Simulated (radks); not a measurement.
Task: The scandium ion Sc+, configuration [Ar] 3d1 4s1. Method: non-relativistic Kohn-Sham, LDA (Slater exchange, Perdew-Wang correlation), spin-polarised, spherical densities, point nucleus; open shells are filled with parallel spins first; hard spherical wall at 6 bohr; computed with a radial shooting solver on a logarithmic mesh with Libxc functionals. Some entries of the table are withheld. Estimate them.

orbital,occ.,eigenvalue (hartree),<1/r> (bohr^-1),r(max) (bohr)
1s up,1,-160.4184,20.49,0.04846
1s down,1,-160.4168,20.49,0.04846
2s up,1,-17.44251,4.236,0.2866
2s down,1,-17.43141,4.238,0.2866
2p up,3,-14.47523,4.177,0.2332
2p down,3,-14.46630,4.179,0.2331
3s up,1,-2.23695,1.295,0.9325
3s down,1,-2.20366,1.296,0.9325
3p up,3,-1.48220,1.171,0.9688
3p down,3,-1.44791,1.173,0.9685
3d up,1,-0.37441,0.8070,1.087
4s up,1,-0.34801,0.4278,2.835
3d down,0,-0.33314,0.8191,1.080
4s down,0,-0.29411,0.4244,2.847
4p up,0,-0.19132,0.3948,3.215
4p down,0,-0.14024,0.3888,3.256
4d up,0,0.08823,0.4358,(1)
4d down,0,0.12966,0.4224,(2)
5s up,0,(3),0.4153,4.536
5s down,0,(4),0.4171,4.558

Result: 
(1) 4d up r(max) (bohr): 3.898
(2) 4d down r(max) (bohr): 3.939
(3) 5s up eigenvalue (hartree): 0.28785
(4) 5s down eigenvalue (hartree): 0.32464
